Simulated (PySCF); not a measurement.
PySCF job for thionyl fluoride (F2OS), SMILES O=S(F)F, TDDFT-PBE/def2-SVPD. Coordinates come from a PBE0-D3(BJ)/def2-TZVP optimisation.

```python
import numpy as np
from pyscf import gto, scf, dft, tdscf

mol = gto.M(
    atom='''
    O     1.36429133    0.34683948   -0.00000002
    S     0.15986247   -0.40337514   -0.00000000
    F    -0.74845166    0.20440480    1.15199157
    F    -0.74845170    0.20440480   -1.15199156
    ''',
    basis='def2-SVPD',
    charge=0,
    spin=0,
    symmetry=True,
    max_memory=1600,
    verbose=4,
)
mf = dft.RKS(mol, xc='pbe').density_fit(auxbasis='def2-universal-jkfit')
mf.grids.level = 3
mf.conv_tol = 1e-9
mf.max_cycle = 100
mf.kernel()
mf.grids = dft.Grids(mol).set(level=1).build(with_non0tab=True)  # coarser grid for the response kernel
td = tdscf.TDDFT(mf)
td.singlet = True
td.nstates = 10
td.conv_tol = 1e-4
td.positive_eig_threshold = 1e-6
td.kernel(x0=td.get_init_guess(mf, 15))
td.analyze()
tt = tdscf.TDA(mf)
tt.singlet = False
tt.nstates = 4
tt.conv_tol = 1e-4
tt.positive_eig_threshold = 1e-6
tt.kernel(x0=tt.get_init_guess(mf, 9))
tt.analyze(verbose=3)
```

Log of the run:

```
PySCF version 2.14.0

[INPUT] verbose = 4
[INPUT] num. atoms = 4
[INPUT] num. electrons = 42
[INPUT] charge = 0
[INPUT] spin (= nelec alpha-beta = 2S) = 0
[INPUT] symmetry True subgroup None
[INPUT] Mole.unit = angstrom
[INPUT] Symbol           X                Y                Z      unit          X                Y                Z       unit  Magmom
[INPUT]  1 O      1.364291330000   0.346839480000  -0.000000020000 AA    2.578136967819   0.655431626387  -0.000000037795 Bohr   0.0
[INPUT]  2 S      0.159862470000  -0.403375140000   0.000000000000 AA    0.302096285896  -0.762268540058   0.000000000000 Bohr   0.0
[INPUT]  3 F     -0.748451660000   0.204404800000   1.151991570000 AA   -1.414368654876   0.386269090546   2.176948565108 Bohr   0.0
[INPUT]  4 F     -0.748451700000   0.204404800000  -1.151991560000 AA   -1.414368730465   0.386269090546  -2.176948546210 Bohr   0.0

nuclear repulsion = 193.926065729884
point group symmetry = Cs
symmetry origin: [-3.59947835e-09 -2.11471052e-17 -3.14954353e-09]
symmetry axis x: [ 1.00000000e+00 -2.99209690e-09  8.63377613e-08]
symmetry axis y: [2.99209674e-09 1.00000000e+00 1.89568055e-09]
symmetry axis z: [-8.63377613e-08 -1.89568035e-09  1.00000000e+00]
num. orbitals of irrep A' = 58
num. orbitals of irrep A" = 38
number of shells = 38
number of NR pGTOs = 144
number of NR cGTOs = 96
basis = def2-SVPD
ecp = {}


[settings echo left out]
init E= -673.11101673323
HOMO (A') = -0.327210085286587  LUMO (A") = -0.0744848414710231  gap/eV = 6.87700
cycle= 1 E= -672.125961478833  delta_E= 0.985  |g|= 1.03  |ddm|=  2.6
HOMO (A') = -0.215878237176924  LUMO (A") = -0.0637510706154836  gap/eV = 4.13959
cycle= 2 E= -670.138850854973  delta_E= 1.99  |g|= 3.09  |ddm|= 3.18
HOMO (A') = -0.304375043782083  LUMO (A") = -0.0857113423311948  gap/eV = 5.95014
cycle= 3 E= -672.223081117046  delta_E= -2.08  |g|= 0.759  |ddm|= 2.79
HOMO (A') = -0.301769799997094  LUMO (A") = -0.0837708350521726  gap/eV = 5.93205
cycle= 4 E= -672.324054245443  delta_E= -0.101  |g|= 0.186  |ddm|= 0.653
HOMO (A') = -0.306447436001728  LUMO (A") = -0.0908911451281949  gap/eV = 5.86559
cycle= 5 E= -672.3299411395  delta_E= -0.00589  |g|= 0.0334  |ddm|= 0.174
HOMO (A') = -0.30550849762373  LUMO (A") = -0.0890146059573649  gap/eV = 5.89110
cycle= 6 E= -672.330215459721  delta_E= -0.000274  |g|= 0.00863  |ddm|= 0.042
HOMO (A') = -0.305349369758891  LUMO (A") = -0.0886871217615819  gap/eV = 5.89568
cycle= 7 E= -672.330232259854  delta_E= -1.68e-05  |g|= 0.00156  |ddm|= 0.00922
HOMO (A') = -0.305579289338169  LUMO (A") = -0.0888503447779851  gap/eV = 5.89749
cycle= 8 E= -672.330232706163  delta_E= -4.46e-07  |g|= 0.000315  |ddm|= 0.0014
HOMO (A') = -0.305547844619433  LUMO (A") = -0.0888145654498484  gap/eV = 5.89761
cycle= 9 E= -672.3302327254  delta_E= -1.92e-08  |g|= 8.98e-05  |ddm|= 0.000307
HOMO (A') = -0.305553349255148  LUMO (A") = -0.0888181559523842  gap/eV = 5.89767
cycle= 10 E= -672.330232726964  delta_E= -1.56e-09  |g|= 1.39e-05  |ddm|= 7.13e-05
HOMO (A') = -0.305552506370097  LUMO (A") = -0.088816975446147  gap/eV = 5.89767
cycle= 11 E= -672.330232727002  delta_E= -3.87e-11  |g|= 3.36e-06  |ddm|= 1.37e-05
HOMO (A') = -0.305553012567956  LUMO (A") = -0.0888174988002586  gap/eV = 5.89767
Extra cycle  E= -672.330232726994  delta_E= 8.75e-12  |g|= 7.05e-06  |ddm|= 1.05e-05
converged SCF energy = -672.330232726994
tot grids = 22096
Overwritten attributes  positive_eig_threshold  of <class 'pyscf.tdscf.rks.CasidaTDDFT'>


******** <class 'pyscf.tdscf.rks.CasidaTDDFT'> for <class 'pyscf.df.df_jk.DFSymAdaptedRKS'> ********
nstates = 10 singlet
deg_eia_thresh = 1.000e-03
wfnsym = None
conv_tol = 0.0001
eigh lindep = 1e-12
eigh level_shift = 0
eigh max_cycle = 100


Excitation energies (eV)
[6.46169178 7.44655761 8.01793401 8.38474323 8.42676277 8.62145862
 8.7138381  8.81226099 9.32395389 9.4693639 ]

** Singlet excitation energies and oscillator strengths **
Excited State   1:   A"      6.46169 eV    191.88 nm  f=0.0270
      19 -> 22        0.13106
      21 -> 22       -0.68836
Excited State   2:   A'      7.44656 eV    166.50 nm  f=0.0067
      20 -> 22       -0.48268
      21 -> 23       -0.50783
Excited State   3:   A"      8.01793 eV    154.63 nm  f=0.0112
      19 -> 22        0.66943
      20 -> 23       -0.17258
      21 -> 22        0.11650
Excited State   4:   A'      8.38474 eV    147.87 nm  f=0.0742
      17 -> 22       -0.20152
      18 -> 22       -0.10652
      19 -> 23        0.12398
      20 -> 22       -0.41212
      21 -> 23        0.40449
      21 -> 24        0.20762
      21 -> 25       -0.10842
      21 -> 27        0.11877
Excited State   5:   A"      8.42676 eV    147.13 nm  f=0.0057
      19 -> 22        0.16604
      20 -> 23        0.68477
Excited State   6:   A'      8.62146 eV    143.81 nm  f=0.0453
      17 -> 22        0.11635
      20 -> 22        0.12089
      21 -> 23       -0.13617
      21 -> 24        0.56329
      21 -> 25       -0.34971
Excited State   7:   A'      8.71384 eV    142.28 nm  f=0.0868
      18 -> 22       -0.19536
      21 -> 24        0.34176
      21 -> 25        0.57685
Excited State   8:   A'      8.81226 eV    140.70 nm  f=0.0174
      18 -> 22        0.63106
      19 -> 23        0.24638
      21 -> 24        0.11871
      21 -> 25        0.14623
Excited State   9:   A'      9.32395 eV    132.97 nm  f=0.0543
      17 -> 22       -0.23761
      18 -> 22        0.20261
      19 -> 23       -0.60476
Excited State  10:   A"      9.46936 eV    130.93 nm  f=0.0195
      21 -> 26       -0.70075

** Transition electric dipole moments (AU) **
state          X           Y           Z        Dip. S.      Osc.
  1        -0.0000      0.0000     -0.4131      0.1707      0.0270
  2        -0.1536      0.1138     -0.0000      0.0366      0.0067
  3         0.0000      0.0000      0.2387      0.0570      0.0112
  4         0.6004      0.0264     -0.0000      0.3611      0.0742
  5         0.0000     -0.0000      0.1659      0.0275      0.0057
  6        -0.4526     -0.0973      0.0000      0.2143      0.0453
  7         0.0648      0.6345     -0.0000      0.4068      0.0868
  8         0.0610      0.2775     -0.0000      0.0807      0.0174
  9        -0.0196      0.4873     -0.0000      0.2378      0.0543
 10         0.0000      0.0000     -0.2900      0.0841      0.0195

** Transition velocity dipole moments (imaginary part, AU) **
state          X           Y           Z        Dip. S.      Osc.
  1         0.0000     -0.0000     -0.1070      0.0115      0.0322
  2        -0.0475      0.0344     -0.0000      0.0034      0.0084
  3        -0.0000     -0.0000      0.0726      0.0053      0.0119
  4         0.1920      0.0070     -0.0000      0.0369      0.0799
  5        -0.0000      0.0000      0.0425      0.0018      0.0039
  6        -0.1454     -0.0295      0.0000      0.0220      0.0463
  7         0.0270      0.2002      0.0000      0.0408      0.0850
  8         0.0300      0.0857     -0.0000      0.0082      0.0170
  9        -0.0066      0.1509      0.0000      0.0228      0.0444
 10        -0.0000     -0.0000     -0.0967      0.0093      0.0179

** Transition magnetic dipole moments (imaginary part, AU) **
state          X           Y           Z
  1        -1.1522      0.0694     -0.0000
  2        -0.0000     -0.0000      0.3883
  3         0.5559     -0.3298     -0.0000
  4         0.0000      0.0000     -1.2274
  5         0.2882      0.3518      0.0000
  6        -0.0000     -0.0000      0.2915
  7        -0.0000     -0.0000     -0.3466
  8        -0.0000     -0.0000     -0.4098
  9         0.0000     -0.0000      0.2075
 10         0.0978     -0.1077      0.0000
Overwritten attributes  positive_eig_threshold  of <class 'pyscf.tdscf.rks.TDA'>


******** <class 'pyscf.tdscf.rks.TDA'> for <class 'pyscf.df.df_jk.DFSymAdaptedRKS'> ********
nstates = 4 triplet
deg_eia_thresh = 1.000e-03
wfnsym = None
conv_tol = 0.0001
eigh lindep = 1e-12
eigh level_shift = 0
eigh max_cycle = 100


Excitation energies (eV)
[5.38685626 6.47091101 6.56588432 7.3502673 ]

** Triplet excitation energies and oscillator strengths **
Excited State   1:   A"      5.38686 eV    230.16 nm  f=0.0000
Excited State   2:   A'      6.47091 eV    191.60 nm  f=0.0000
Excited State   3:   A'      6.56588 eV    188.83 nm  f=0.0000
Excited State   4:   A"      7.35027 eV    168.68 nm  f=0.0000
```

The run converged.
